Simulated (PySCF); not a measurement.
## Two-component Hartree-Fock for Ag (silver, neutral)

Start: [Kr] 4d10 5s1; 5s1/2 filled at m_j = +1/2. Calculated with PySCF 2.14 in x2c-QZVPPall-2c (13s12p9d4f2g, 140 functions): generalised Hartree-Fock with the X2C-1e Hamiltonian and a Gaussian nucleus; one run each with spin-orbit coupling (SO) switched off, then screened by Boettger's factors.

```
spinor shell  electrons  ε, spin-free (eV)  ε, screened SO (eV)  weight of nominal j (screened SO)  rms radius, screened SO (bohr)
       1s1/2          2           -25645.8             -25644.2                              1.000                          0.0357
       2s1/2          2            -3862.1              -3861.6                              1.000                           0.146
       2p1/2          2            -3457.1              -3578.6                              1.000                           0.127
       2p3/2          4            -3457.1              -3401.1                              1.000                           0.131
       3s1/2          2            -744.92              -744.80                              1.000                           0.392
       3p1/2          2            -608.50              -630.68                              1.000                           0.387
       3p3/2          4            -608.50              -598.24                              1.000                           0.398
       3d3/2          4            -394.05              -397.86                              1.000                           0.374
       3d5/2          6            -394.05              -391.40                              1.000                           0.377
       4s1/2          2            -116.27              -116.25                              1.000                           0.980
       4p1/2          2            -74.607              -78.326                              1.000                            1.06
       4p3/2          4            -74.607              -72.900                              1.000                            1.09
       4d3/2          4            -13.912              -14.328                              0.998                            1.52
       4d5/2          6            -13.912              -13.638                              0.999                            1.55
       5s1/2          1             -6.484               -6.487                              1.000                            3.71
```

| quantity | spin-free | screened SO |
| --- | --- | --- |
| E (hartree) | -5312.39910 | -5313.38618 |
| M_J | 1/2 | 1/2 |
| ⟨J²⟩ | 0.752 | 0.752 |
| ⟨L²⟩ | 0.000 | 0.015 |
| ⟨S²⟩ | 0.752 | 0.767 |

Breit and QED terms are absent; they matter most for the inner s and p1/2 levels.

Densities and radii are taken from the X2C orbitals without a picture-change correction, which distorts them close to the nucleus.

Without spin-orbit coupling the j labels of p, d and f shells carry no meaning; the spin-free column gives the mean over the occupied spinors of each nl shell.
